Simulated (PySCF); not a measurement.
Species: `COCCOC1CC1`. The columns A, B, C and D hold Mulliken, IAO, Hirshfeld and ESP-fitted charges (e) of one PBE0/pcSseg-1 density (PySCF), in a shuffled order. Coordinates in Å (GFN2-xTB); the density's dipole moment is (-1.62, 0.46, -0.74) D.

```csv
atom,x,y,z,A,B,C,D
C1,-2.369,1.090,-0.646,-0.199,-0.023,-0.041,-0.216
O2,-1.524,0.384,0.222,-0.393,-0.521,-0.135,-0.334
C3,-1.290,-0.943,-0.190,-0.067,+0.007,-0.004,+0.154
C4,-0.253,-1.576,0.742,-0.051,+0.064,0.000,-0.021
O5,1.080,-1.305,0.387,-0.387,-0.498,-0.140,-0.388
C6,1.425,0.050,0.434,+0.068,+0.056,+0.025,+0.333
C7,1.540,0.836,-0.840,-0.316,-0.229,-0.103,-0.108
C8,2.773,0.424,-0.087,-0.304,-0.207,-0.098,-0.632
H9,-1.924,1.183,-1.645,+0.120,+0.089,+0.036,+0.075
H10,-3.345,0.598,-0.741,+0.119,+0.086,+0.035,+0.108
H11,-2.502,2.080,-0.215,+0.157,+0.120,+0.050,+0.142
H12,-2.227,-1.520,-0.144,+0.117,+0.106,+0.035,+0.026
H13,-0.920,-0.966,-1.225,+0.121,+0.103,+0.033,+0.044
H14,-0.339,-2.664,0.708,+0.153,+0.119,+0.049,+0.096
H15,-0.458,-1.223,1.763,+0.128,+0.108,+0.035,+0.063
H16,1.041,0.560,1.313,+0.133,+0.107,+0.040,+0.047
H17,1.336,0.322,-1.767,+0.149,+0.128,+0.043,+0.103
H18,1.243,1.873,-0.830,+0.147,+0.124,+0.044,+0.079
H19,3.372,-0.368,-0.506,+0.158,+0.134,+0.049,+0.222
H20,3.337,1.176,0.443,+0.150,+0.129,+0.048,+0.206
```

Which column most likely holds the ESP-fitted charges?

D. Σ q r misses the density's dipole by 0.04 D (D), 0.49 D (A), 0.81 D (C), 0.97 D (B). Charges fitted to the outside potential are the only set here that is tied to the molecule's multipoles.

And the Hirshfeld charges?

C. The mean sizes are 0.052 e (C), 0.148 e (B), 0.170 e (D), 0.172 e (A), and Hirshfeld charges are commonly the smallest of these schemes.

As computed, A = IAO, B = Mulliken, C = Hirshfeld, D = ESP-fitted. Hydrogens on carbon: IAO +0.12 to +0.16, Mulliken +0.09 to +0.13, Hirshfeld +0.03 to +0.05, ESP-fitted +0.03 to +0.22 e.

The ESP scheme fits charges at the nuclei, held to the total charge, to the electrostatic potential on points at 1.4 to 2.0 times the van der Waals radii. The Hirshfeld scheme weights the molecular density at each point by an atom's share of the summed free-atom densities.

The structure is a single GFN2-xTB conformer in the gas phase; no vibrational or solvent corrections.

Shape of the structure used: `[CH3:1][O:2][CH2:3][CH2:4][O:5][CH:6]1[CH2:7][CH2:8]1`: C1–O2–C3–C4 174°, O2–C3–C4–O5 -85°, C3–C4–O5–C6 63°, C4–O5–C6–C7 -103°.
